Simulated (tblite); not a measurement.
Species: C₅H₂BrFOS.
Numbering: `[O:1]=[C:2]([F:3])[c:4]1[cH:5][cH:6][c:7]([Br:8])[s:9]1` (hydrogens: H10 on C5; H11 on C6)

Computed with GFN2-xTB (tblite), gas phase: L-BFGS steps from a force-field or distance-geometry start until the largest atomic force falls under 0.01 eV/Å.

Step 3: E = -757.1318 eV
```
atom  x, y, z in Å  |  force x, y, z in eV/Å
O1     -1.7450   -1.3753    2.2388    0.031   0.322  -0.388
C2     -1.6681   -0.6005    1.3332    0.105  -0.771   0.860
F3     -2.8294    0.0946    1.0113    1.097  -0.107  -0.321
C4     -0.4803   -0.3142    0.5420    0.079  -0.048   0.026
C5     -0.4076    0.5776   -0.4918   -0.365   0.382  -0.322
C6      0.8515    0.6588   -1.0859    0.113   0.470  -0.552
C7      1.7821   -0.1644   -0.5209   -0.190  -0.049   0.132
Br8     3.5745   -0.2739   -1.0943   -0.286  -0.119   0.237
S9      1.1169   -1.0897    0.7869   -0.884   0.290   0.023
H10    -1.2550    1.1722   -0.8284    0.271  -0.238   0.163
H11     1.0659    1.3176   -1.9169    0.029  -0.133   0.143
```

Step 4: E = -757.2127 eV
```
atom  x, y, z in Å  |  force x, y, z in eV/Å
O1     -1.7510   -1.3821    2.2482    0.193   0.035  -0.112
C2     -1.6471   -0.6173    1.3458   -0.097  -0.284   0.349
F3     -2.7870    0.0917    0.9972    0.780  -0.031  -0.271
C4     -0.4742   -0.3154    0.5409   -0.540   0.374  -0.202
C5     -0.4051    0.5817   -0.4993   -0.349   0.239  -0.138
C6      0.8514    0.6659   -1.0926    0.087   0.228  -0.292
C7      1.7799   -0.1632   -0.5214   -0.626   0.050   0.197
Br8     3.5583   -0.2778   -1.0840   -0.057  -0.172   0.209
S9      1.0599   -1.0649    0.7815    0.560  -0.421   0.257
H10    -1.2496    1.1660   -0.8234    0.002  -0.023   0.021
H11     1.0698    1.3181   -1.9189    0.047   0.005  -0.017
```

Problem. Estimate the geometry and energy of step 5. (The exact step hangs on the optimiser's Hessian estimate; all steps are aligned on step 4, rigid shifts and turns removed.)

Solution. E = -757.2437 eV, largest force 0.531 eV/Å
```
atom  x, y, z in Å  |  force x, y, z in eV/Å
O1     -1.7494   -1.3845    2.2501    0.168  -0.196   0.159
C2     -1.6449   -0.6229    1.3515    0.080  -0.002  -0.042
F3     -2.7677    0.0906    0.9908    0.472   0.049  -0.238
C4     -0.4806   -0.3095    0.5369   -0.260   0.136  -0.045
C5     -0.4072    0.5850   -0.5027   -0.257   0.159  -0.078
C6      0.8509    0.6694   -1.0961   -0.037   0.159  -0.169
C7      1.7700   -0.1618   -0.5190   -0.376  -0.018   0.176
Br8     3.5546   -0.2810   -1.0791   -0.115  -0.164   0.222
S9      1.0575   -1.0665    0.7843    0.402  -0.274   0.154
H10    -1.2493    1.1649   -0.8223   -0.143   0.096  -0.058
H11     1.0715    1.3189   -1.9203    0.066   0.055  -0.081
```

The energy changes by -0.0310 eV. The first-order estimate −F·Δx gives -0.0392 eV and the mean of the old and new forces, exact on a quadratic surface, -0.0310 eV. The step makes an angle of 35° with the force vector and moves no atom by more than 0.020 Å.

What follows is the cost of the whole relaxation. On one thread, Arm Neoverse N1 (aarch64), no GPU, shared host with 64 logical CPUs at a one-minute load of 53, this took 0.36 s of wall time.
